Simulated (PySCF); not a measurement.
## Basis set benchmark on one molecule

Molecule: SMILES [SiH3]c1ccccc1, C$_{6}$H$_{8}$Si.

Molfile (atoms numbered from 1):
```
C6H8Si
     RDKit          3D

 15 15  0  0  0  0  0  0  0  0999 V2000
    2.5303   -0.0419    0.2446 Si  0  0  0  0  0  4  0  0  0  0  0  0
    0.6597   -0.0283    0.0723 C   0  0  0  0  0  0  0  0  0  0  0  0
   -0.0586   -1.2185   -0.1129 C   0  0  0  0  0  0  0  0  0  0  0  0
   -1.4474   -1.2075   -0.2419 C   0  0  0  0  0  0  0  0  0  0  0  0
   -2.1425   -0.0012   -0.1870 C   0  0  0  0  0  0  0  0  0  0  0  0
   -1.4447    1.1928   -0.0031 C   0  0  0  0  0  0  0  0  0  0  0  0
   -0.0579    1.1775    0.1250 C   0  0  0  0  0  0  0  0  0  0  0  0
    3.1737    0.7572   -0.8441 H   0  0  0  0  0  0  0  0  0  0  0  0
    3.0213   -1.4509    0.1695 H   0  0  0  0  0  0  0  0  0  0  0  0
    2.9508    0.5524    1.5514 H   0  0  0  0  0  0  0  0  0  0  0  0
    0.4734   -2.1732   -0.1575 H   0  0  0  0  0  0  0  0  0  0  0  0
   -1.9887   -2.1459   -0.3855 H   0  0  0  0  0  0  0  0  0  0  0  0
   -3.2306    0.0099   -0.2877 H   0  0  0  0  0  0  0  0  0  0  0  0
   -1.9856    2.1413    0.0403 H   0  0  0  0  0  0  0  0  0  0  0  0
    0.4718    2.1244    0.2683 H   0  0  0  0  0  0  0  0  0  0  0  0
  1  2  1  0
  2  3  2  0
  3  4  1  0
  4  5  2  0
  5  6  1  0
  6  7  2  0
  7  2  1  0
  1  8  1  0
  1  9  1  0
  1 10  1  0
  3 11  1  0
  4 12  1  0
  5 13  1  0
  6 14  1  0
  7 15  1  0
M  END
```

Geometry PBE0-D3(BJ)/def2-SVP throughout; GIAO in PySCF 2.14, gas phase, one conformer, non-relativistic; equivalent atoms averaged; functional PBE0.

Reference values (measured; solution, CCl4; Shapiro, Mohrmann, J. Phys. Chem. Ref. Data 1977, 6, 919): δ(H11/H15) = 7.52 ppm, δ(H12/H14) = 7.27 ppm, δ(H13) = 7.32 ppm. Computed shifts are taken against TMS, calculated as an isolated molecule at each level.

Q: How do the basis sets STO-3G, pcSseg-0, 6-31G, 6-31G*, cc-pVDZ, def2-SVP, pcSseg-1, aug-cc-pVDZ, 6-311+G(2d,p), def2-TZVP, cc-pVTZ perform against the reference? Times are CPU seconds on shared hosts with different chips, so compare them loosely.

A: 
```tsv
basis set	functions	H11/H15	H12/H14	H13	mean abs. error H	core-s
STO-3G	47	7.04	7.02	6.99	0.35	4.1
pcSseg-0	83	7.46	7.29	7.28	0.04	27
6-31G	83	7.73	7.40	7.37	0.13	8
6-31G*	118	7.58	7.28	7.29	0.03	12
cc-pVDZ	142	7.61	7.32	7.35	0.06	51
def2-SVP	142	7.51	7.25	7.25	0.03	47
pcSseg-1	166	7.72	7.46	7.48	0.18	33
aug-cc-pVDZ	237	7.90	7.61	7.66	0.35	98
6-311+G(2d,p)	245	7.91	7.60	7.65	0.35	34
def2-TZVP	271	7.89	7.60	7.63	0.34	130
cc-pVTZ	326	7.86	7.56	7.60	0.30	160
```

For ¹H the closest is def2-SVP (0.03 ppm, with 6-31G*, pcSseg-0, cc-pVDZ practically level) and the furthest aug-cc-pVDZ (0.35 ppm). Where a smaller basis beats a larger one, errors probably cancel. One molecule is a small sample, and vibrational and solvent effects are absent from the calculation.

A small basis that lands close on one nucleus may do so by chance; judge by the trend and by all nuclei.
